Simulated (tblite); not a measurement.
Input of a run (GFN2-xTB geometry optimisation, gas phase (tblite 0.8.0)), started from a force field or distance geometry:
```
{"job": {"kind": "relax", "xc": "GFN2-xTB", "basis": "xTB"}, "charge": 0, "multiplicity": 2}
S      1.622600     1.864700    -0.152000
Si     0.954800    -0.139600    -0.012300
C     -0.896700    -0.095100    -0.041600
Cl    -1.399700     0.652900     1.491400
Cl    -1.457800     1.013400    -1.327000
Cl    -1.639400    -1.685200    -0.248200
H      1.530500    -0.938400    -1.081800
H      1.294800    -0.663300     1.346900
```

Output (eV, eV/Å):
```
step      E/eV     max force
  0    -592.11518    2.332
  1    -592.20492    1.116
  2    -592.23939    0.357
  3    -592.25023    0.273
  4    -592.26007    0.248
  5    -592.26729    0.260
  6    -592.27243    0.232
  7    -592.27564    0.145
  8    -592.27777    0.151
  9    -592.28036    0.172
 10    -592.28500    0.233
 11    -592.29113    0.261
 12    -592.29605    0.180
 13    -592.29834    0.123
 14    -592.29969    0.127
 15    -592.30059    0.100
 16    -592.30124    0.071
 17    -592.30193    0.081
 18    -592.30264    0.092
 19    -592.30332    0.079
 20    -592.30379    0.058
 21    -592.30404    0.056
 22    -592.30421    0.045
 23    -592.30445    0.061
 24    -592.30476    0.062
 25    -592.30506    0.046
 26    -592.30528    0.046
 27    -592.30549    0.047
 28    -592.30580    0.067
 29    -592.30631    0.078
 30    -592.30708    0.107
 31    -592.30789    0.103
 32    -592.30842    0.061
 33    -592.30872    0.056
 34    -592.30903    0.067
 35    -592.30952    0.096
 36    -592.31025    0.121
 37    -592.31112    0.110
 38    -592.31176    0.058
 39    -592.31202    0.032
 40    -592.31210    0.025
 41    -592.31216    0.026
 42    -592.31225    0.033
 43    -592.31236    0.036
 44    -592.31246    0.023
 45    -592.31250    0.013
 46    -592.31252    0.009
```

Task: Summarise the run.

Result: The energy falls by 0.197 eV over 46 L-BFGS steps, the largest force on an atom goes from 2.33 to 0.009 eV/Å, and the atoms move by 0.207 Å rms after alignment. The bond that changes most is Si2–C3 (ends: silicon bonded to C, S and 2 H; carbon bonded to 3 Cl and Si), which lengthens by 0.122 Å. Bonds longer at the end by more than 0.005 Å: 1 of 7; shorter: 4. Among the angles that change most is C3–Si2–H7, from 113.4° to 103.2°. Among the dihedrals that turn most is H8–Si2–C3–Cl5, from 160° to -179°. The energy never rose by more than 1e-5 eV on the way. The first step brought 45 % of the lowering.

Task: What are the final bond lengths?

Result: S1–Si2 2.077 Å, Si2–C3 1.974 Å, C3–Cl4 1.766 Å, C3–Cl5 1.766 Å, C3–Cl6 1.769 Å, Si2–H7 1.454 Å, Si2–H8 1.454 Å. Numbering counts from 1 in the input's order; the species is `[S][SiH2]C(Cl)(Cl)Cl` [radical].

Time: 0.43 s of wall time. Hardware: an Arm Neoverse V1 with one thread, no GPU, shared host.

Its GFN2-xTB frequencies are all real (lowest 50 cm⁻¹).

These are computed values.
